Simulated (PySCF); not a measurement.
H₃O, SMILES [OH3+], charge +1. Coordinates come from a PBE0-D3(BJ)/def2-TZVPD optimisation. The isomer is the one that the SMILES or the coordinates give; other isomers of the formula were not compared.

Level of theory: PBE0-D3(BJ)/def2-TZVPD in PySCF.

Harmonic wavenumbers (cm⁻¹): 841, 1675, 1675, 3602, 3691, 3691. Rotational constants (GHz): 330.5, 330.5, 189.5; symmetry number 3.

Task: Work out the zero-point energy and the ideal-gas rigid-rotor harmonic-oscillator thermochemistry at 298.15 K and 1 atm.

Result: ZPE = ½ Σ hcν = ½ × 15174 cm⁻¹ = 90.76 kJ/mol. H − E(el) = 100.86 kJ/mol. Entropy in J/(mol K): translation 145.48, rotation 46.99, vibration 0.79, total 193.26. G − E(el) = 43.24 kJ/mol. Cp = 36.04 J/(mol K).
